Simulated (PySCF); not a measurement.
IO⁻: energy against distance

Set-up: PySCF, scalar-relativistic core potentials, basis sets I def2-SVPD with ECP28, O def2-SVPD. Energies in eV from I⁻ + O in their ground configurations at the same level. State: ¹Σ⁺ (singlet), closed shell.

Curves on a restricted Hartree–Fock reference rise too fast on stretching and do not dissociate correctly.

```json
{"R (Å)": "1.699", "RHF-SCS-MP2": "-0.055"}
{"R (Å)": "1.778", "RHF-SCS-MP2": "-0.766"}
{"R (Å)": "1.857", "RHF-SCS-MP2": "-1.155"}
{"R (Å)": "1.917", "RHF-SCS-MP2": "-1.293"}
{"R (Å)": "1.976", "RHF-SCS-MP2": "-1.332"}
{"R (Å)": "2.035", "RHF-SCS-MP2": "-1.294"}
{"R (Å)": "2.114", "RHF-SCS-MP2": "-1.154"}
{"R (Å)": "2.213", "RHF-SCS-MP2": "-0.882"}
{"R (Å)": "2.332", "RHF-SCS-MP2": "-0.478"}
{"R (Å)": "2.490", "RHF-SCS-MP2": "0.094"}
```

Put a parabola through the three lowest points of the RHF-SCS-MP2 curve and estimate Re, k and ωe (reduced mass 14.2 u; 1 eV/Å² = 0.16022 mdyn/Å; ωe = 1302.8·√(k/μ) cm⁻¹).

Through R = 1.917, 1.976, 2.035 Å the second-order coefficient is 11.1 eV/Å², so Re ≈ 1.976 Å, k ≈ 3.54 mdyn/Å and ωe ≈ 651 cm⁻¹. A polynomial fit of higher order to the unrounded RHF-SCS-MP2 energies gives Re = 1.974 Å, k = 3.52 mdyn/Å, ωe = 649 cm⁻¹; anharmonicity and rounding make the difference.

The higher-order fit for each curve: RHF-SCS-MP2: Re = 1.974 Å, ωe = 649 cm⁻¹, De = 1.33 eV.

Correlated steps freeze 5 core orbitals. Correlated levels converge slowly with the basis: in double zeta they bind strong bonds too weakly, by up to about 1 eV, and carry superposition errors of some tenths. These are scalar-relativistic numbers at best; spin–orbit coupling would shift them, the dissociation energy most. For an ion De counts to the pair picked by the measured ionisation energies or electron affinities, which need not be the lowest pair at this level. Where the molecule has an RHF reference, its open-shell atoms are computed with UHF.
